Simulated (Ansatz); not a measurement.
Start from `B[SeH]` and change one element to get `BS`.

Ansatz, PBE0-D4/def2-TZVP geometries, multiplicity 1. 

Scalar relativity is left out up to krypton.

| property | `B[SeH]` |
| --- | --- |
| HOMO energy (ωB97M-V/def2-TZVPP) / eV | -10.06 |
| HOMO energy (PBE/def2-TZVPP) / eV | -6.89 |
| LUMO energy (ωB97M-V/def2-TZVPP) / eV | 0.46 |
| HOMO–LUMO gap (B3LYP/def2-TZVPP) / eV | 6.03 |
| size of the dipole moment (ωB97M-V/def2-TZVPP) / D | 0.65 |
| size of the dipole moment (B3LYP/def2-TZVPP) / D | 0.66 |

(1) What does the change do to each property? (An estimate is asked.)

## Answers

(1) Computed: 
```
                                          property    `BS`  shift
             HOMO energy (ωB97M-V/def2-TZVPP) / eV  -10.67  -0.61
                 HOMO energy (PBE/def2-TZVPP) / eV   -7.35  -0.46
             LUMO energy (ωB97M-V/def2-TZVPP) / eV    0.66   0.20
             HOMO–LUMO gap (B3LYP/def2-TZVPP) / eV    6.71   0.68
size of the dipole moment (ωB97M-V/def2-TZVPP) / D    0.88   0.23
  size of the dipole moment (B3LYP/def2-TZVPP) / D    0.89   0.23
```

With PBE0 the HOMO falls by 0.55 eV and the LUMO rises by 0.16 eV, so the gap widens by about 0.71 eV. PBE moves the HOMO by -0.46 eV and ωB97M-V by -0.61 eV. Dipoles are sizes alone; their direction can turn.

B3LYP here is the variant with VWN-RPA as its local correlation; programs differ in this.

Spin–orbit coupling is left out; it splits and shifts lone-pair levels of the heavy atoms by tenths of an eV.
